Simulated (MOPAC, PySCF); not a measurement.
C5H9B, SMILES `C(=C\B)/C=C/C`, neutral singlet in the gas phase. 

Z-matrix (Å, degrees):
```
C
C 1 1.3315
H 1 1.0860 2 119.78
H 2 1.0868 1 118.20 3 -180.00
C 1 1.4448 3 117.15 2 -179.99
C 5 1.3465 1 125.57 3 0.00
H 5 1.0872 6 118.41 1 -179.99
H 6 1.0876 5 117.04 7 -179.98
C 2 1.4872 4 116.54 1 -180.00
H 9 1.0892 2 111.63 4 -179.98
H 9 1.0925 10 108.45 2 -122.31
H 9 1.0925 10 108.45 11 -115.36
B 6 1.5201 8 121.78 5 179.98
H 13 1.1928 6 121.96 8 -0.03
H 13 1.1948 14 118.99 6 179.97
```
Charge 0, multiplicity 1.

All levels are single points at this geometry (CAM-B3LYP-D3(BJ)/def2-TZVP); Pople sets use spherical d functions. Orbital energies aren't observables, and empty levels follow the basis.

HF/STO-3G in PySCF gives gap (eV) = 11.99.

Question: Estimate the gap (eV) from each of these levels: CAM-B3LYP-D3(BJ)/def2-TZVP in PySCF; TPSSh-D3(BJ)/def2-TZVP in PySCF; B3LYP/3-21G in PySCF; BP86/6-31G* in PySCF; AM1 in MOPAC.

Answer: 
```json
[
 {"level": "CAM-B3LYP-D3(BJ)/def2-TZVP in PySCF", "gap (eV)": "7.15"},
 {"level": "TPSSh-D3(BJ)/def2-TZVP in PySCF", "gap (eV)": "4.00"},
 {"level": "B3LYP/3-21G in PySCF", "gap (eV)": "4.63"},
 {"level": "BP86/6-31G* in PySCF", "gap (eV)": "3.21"},
 {"level": "AM1 in MOPAC", "gap (eV)": "9.12"}
]
```
